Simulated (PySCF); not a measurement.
CH6AlBO4, singlet, geometry from GFN2-xTB (such geometries of metal compounds can be far from the true shape), atoms displaced at random by about 0.08 Å a coordinate; PySCF with HF/STO-3G, gradient by finite differences.

PySCF was given this input:
```python
from pyscf import gto, scf

mol = gto.M(
    atom='''
B    -1.665203   -0.148911    0.349726
O    -2.092952   -0.727255    1.509056
O    -1.902892   -0.869531   -0.698218
C    -0.709844    0.923338    0.517390
Al    1.162489    0.462559   -0.208876
O     2.646675    0.613669    0.545803
O     1.089004   -0.260014   -1.867881
H    -2.680225   -1.489225    1.343518
H    -1.468734   -0.485146   -1.625626
H    -0.951321    1.726697   -0.243559
H    -0.567994    1.183556    1.621371
H     3.322156    0.841636    1.200561
H     1.330691   -0.826572   -2.467145
''',
    basis='sto-3g',
    charge=0,
    spin=0,
    verbose=4,
)

mf = scf.RHF(mol)
mf.conv_tol = 1e-11
mf.kernel()
scan, done = mf.as_scanner(), []
scan.scf_summary = {}
def energy(d):
    c = mol.atom_coords()
    c[7, 2] += d
    e = scan(mol.set_geom_(c, unit='Bohr', inplace=False))
    done.append(scan.converged)
    return e
h = 0.01
fd = (energy(h) - energy(-h)) / (2 * h)
print('dE/dx =', fd)
```

The log (banner, timings and long lists left out):

```
PySCF version 2.14.0

[INPUT] verbose = 4
[INPUT] num. atoms = 13
[INPUT] num. electrons = 62
[INPUT] charge = 0
[INPUT] spin (= nelec alpha-beta = 2S) = 0
[INPUT] symmetry False subgroup None
[INPUT] Mole.unit = angstrom
[INPUT] Symbol           X                Y                Z      unit          X                Y                Z       unit  Magmom
[...]
nuclear repulsion = 346.433626665355
number of shells = 29
number of NR pGTOs = 135
number of NR cGTOs = 45
basis = sto-3g
ecp = {}

******** <class 'pyscf.scf.hf.RHF'> ********
method = RHF
initial guess = minao
damping factor = 0
level_shift factor = 0
DIIS = <class 'pyscf.scf.diis.CDIIS'>
diis_start_cycle = 1
diis_space = 8
diis_damp = 0
SCF conv_tol = 1e-11
SCF conv_tol_grad = None
SCF max_cycles = 50
direct_scf = True
direct_scf_tol = 1e-13
Set gradient conv threshold to 3.16228e-06
Initial guess from minao.
init E= -600.578877243405
[...]
cycle= 1 E= -599.464578348376  delta_E= 1.11  |g|= 0.815  |ddm|= 4.43
[...]
cycle= 2 E= -599.698382127695  delta_E= -0.234  |g|= 0.214  |ddm|= 1.37
[...]
cycle= 3 E= -599.713280695442  delta_E= -0.0149  |g|= 0.0402  |ddm|= 0.317
[...]
cycle= 4 E= -599.714107286098  delta_E= -0.000827  |g|= 0.0106  |ddm|= 0.0836
[...]
cycle= 5 E= -599.714156823853  delta_E= -4.95e-05  |g|= 0.00226  |ddm|= 0.0196
[...]
cycle= 6 E= -599.71416118346  delta_E= -4.36e-06  |g|= 0.000712  |ddm|= 0.00647
[...]
cycle= 7 E= -599.714161604794  delta_E= -4.21e-07  |g|= 0.000141  |ddm|= 0.00233
[...]
cycle= 8 E= -599.714161621281  delta_E= -1.65e-08  |g|= 4.42e-05  |ddm|= 0.000422
[...]
cycle= 9 E= -599.714161623239  delta_E= -1.96e-09  |g|= 1.16e-05  |ddm|= 0.000164
[...]
cycle= 10 E= -599.714161623379  delta_E= -1.41e-10  |g|= 2.88e-06  |ddm|= 4.77e-05
[...]
cycle= 11 E= -599.71416162339  delta_E= -1.06e-11  |g|= 6.58e-07  |ddm|= 1e-05
[...]
cycle= 12 E= -599.714161623388  delta_E= 1.36e-12  |g|= 1.34e-07  |ddm|= 2.1e-06
[...]
Extra cycle  E= -599.714161623385  delta_E= 3.52e-12  |g|= 6.2e-08  |ddm|= 3.25e-07
converged SCF energy = -599.714161623385
Create scanner for <class 'pyscf.scf.hf.RHF'>

WARN: Mole.unit (angstrom) is changed to Bohr

New geometry
   1 B     -1.665203000000  -0.148911000000   0.349726000000 AA   -3.146777611804  -0.281401006935   0.660886358640 Bohr
   2 O     -2.092952000000  -0.727255000000   1.509056000000 AA   -3.955106071861  -1.374312772721   2.851702546632 Bohr
   3 O     -1.902892000000  -0.869531000000  -0.698218000000 AA   -3.595944724626  -1.643175446819  -1.319440795242 Bohr
   4 C     -0.709844000000   0.923338000000   0.517390000000 AA   -1.341410751166   1.744855940404   0.977725399589 Bohr
   5 Al     1.162489000000   0.462559000000  -0.208876000000 AA    2.196785832820   0.874109826453  -0.394718433995 Bohr
   6 O      2.646675000000   0.613669000000   0.545803000000 AA    5.001490890733   1.159666341136   1.031418187966 Bohr
   7 O      1.089004000000  -0.260014000000  -1.867881000000 AA    2.057919308556  -0.491355248553  -3.529783523279 Bohr
   8 H     -2.680225000000  -1.489225000000   1.348809772109 AA   -5.064891202212  -2.814227387855   2.548881063423 Bohr
   9 H     -1.468734000000  -0.485146000000  -1.625626000000 AA   -2.775505009837  -0.916793070428  -3.071987920972 Bohr
  10 H     -0.951321000000   1.726697000000  -0.243559000000 AA   -1.797736146547   3.262984430108  -0.460259805173 Bohr
  11 H     -0.567994000000   1.183556000000   1.621371000000 AA   -1.073353100396   2.236596693086   3.063947136312 Bohr
  12 H      3.322156000000   0.841636000000   1.200561000000 AA    6.277964983081   1.590461536574   2.268731485834 Bohr
  13 H      1.330691000000  -0.826572000000  -2.467145000000 AA    2.514641546424  -1.561994702234  -4.662228359590 Bohr

******** <class 'pyscf.scf.hf.RHF_Scanner'> ********
method = RHF_Scanner
initial guess = minao
damping factor = 0
level_shift factor = 0
DIIS = <class 'pyscf.scf.diis.CDIIS'>
diis_start_cycle = 1
diis_space = 8
diis_damp = 0
SCF conv_tol = 1e-11
SCF conv_tol_grad = None
SCF max_cycles = 50
direct_scf = True
direct_scf_tol = 1e-13
Set gradient conv threshold to 3.16228e-06
init E= -599.714739770773
[...]
cycle= 1 E= -599.714096177579  delta_E= 0.000644  |g|= 0.000994  |ddm|= 0.00508
[...]
cycle= 2 E= -599.714096792676  delta_E= -6.15e-07  |g|= 0.00042  |ddm|= 0.00195
[...]
cycle= 3 E= -599.714096932321  delta_E= -1.4e-07  |g|= 5.36e-05  |ddm|= 0.0014
[...]
cycle= 4 E= -599.714096933687  delta_E= -1.37e-09  |g|= 1e-05  |ddm|= 0.00012
[...]
cycle= 5 E= -599.714096933745  delta_E= -5.73e-11  |g|= 2.39e-06  |ddm|= 2.48e-05
[...]
cycle= 6 E= -599.714096933751  delta_E= -6.14e-12  |g|= 5.14e-07  |ddm|= 6.94e-06
[...]
Extra cycle  E= -599.714096933751  delta_E= -2.27e-13  |g|= 2.16e-07  |ddm|= 1.05e-06
converged SCF energy = -599.714096933751

WARN: Mole.unit (angstrom) is changed to Bohr

New geometry
   1 B     -1.665203000000  -0.148911000000   0.349726000000 AA   -3.146777611804  -0.281401006935   0.660886358640 Bohr
   2 O     -2.092952000000  -0.727255000000   1.509056000000 AA   -3.955106071861  -1.374312772721   2.851702546632 Bohr
   3 O     -1.902892000000  -0.869531000000  -0.698218000000 AA   -3.595944724626  -1.643175446819  -1.319440795242 Bohr
   4 C     -0.709844000000   0.923338000000   0.517390000000 AA   -1.341410751166   1.744855940404   0.977725399589 Bohr
   5 Al     1.162489000000   0.462559000000  -0.208876000000 AA    2.196785832820   0.874109826453  -0.394718433995 Bohr
   6 O      2.646675000000   0.613669000000   0.545803000000 AA    5.001490890733   1.159666341136   1.031418187966 Bohr
   7 O      1.089004000000  -0.260014000000  -1.867881000000 AA    2.057919308556  -0.491355248553  -3.529783523279 Bohr
   8 H     -2.680225000000  -1.489225000000   1.338226227891 AA   -5.064891202212  -2.814227387855   2.528881063423 Bohr
   9 H     -1.468734000000  -0.485146000000  -1.625626000000 AA   -2.775505009837  -0.916793070428  -3.071987920972 Bohr
  10 H     -0.951321000000   1.726697000000  -0.243559000000 AA   -1.797736146547   3.262984430108  -0.460259805173 Bohr
  11 H     -0.567994000000   1.183556000000   1.621371000000 AA   -1.073353100396   2.236596693086   3.063947136312 Bohr
  12 H      3.322156000000   0.841636000000   1.200561000000 AA    6.277964983081   1.590461536574   2.268731485834 Bohr
  13 H      1.330691000000  -0.826572000000  -2.467145000000 AA    2.514641546424  -1.561994702234  -4.662228359590 Bohr

******** <class 'pyscf.scf.hf.RHF_Scanner'> ********
method = RHF_Scanner
initial guess = minao
damping factor = 0
level_shift factor = 0
DIIS = <class 'pyscf.scf.diis.CDIIS'>
diis_start_cycle = 1
diis_space = 8
diis_damp = 0
SCF conv_tol = 1e-11
SCF conv_tol_grad = None
SCF max_cycles = 50
direct_scf = True
direct_scf_tol = 1e-13
Set gradient conv threshold to 3.16228e-06
init E= -599.712914703876
[...]
cycle= 1 E= -599.714216227345  delta_E= -0.0013  |g|= 0.00198  |ddm|= 0.0102
[...]
cycle= 2 E= -599.714218687072  delta_E= -2.46e-06  |g|= 0.00084  |ddm|= 0.0039
[...]
cycle= 3 E= -599.714219246575  delta_E= -5.6e-07  |g|= 0.000101  |ddm|= 0.00282
[...]
cycle= 4 E= -599.714219251476  delta_E= -4.9e-09  |g|= 2.01e-05  |ddm|= 0.000228
[...]
cycle= 5 E= -599.714219251706  delta_E= -2.3e-10  |g|= 4.84e-06  |ddm|= 4.87e-05
[...]
cycle= 6 E= -599.714219251718  delta_E= -1.15e-11  |g|= 1.01e-06  |ddm|= 1.41e-05
[...]
cycle= 7 E= -599.71421925172  delta_E= -2.39e-12  |g|= 3.47e-07  |ddm|= 2.5e-06
[...]
Extra cycle  E= -599.714219251719  delta_E= 7.96e-13  |g|= 1.42e-07  |ddm|= 6.53e-07
converged SCF energy = -599.714219251719
dE/dx = 0.00611589840104898
```
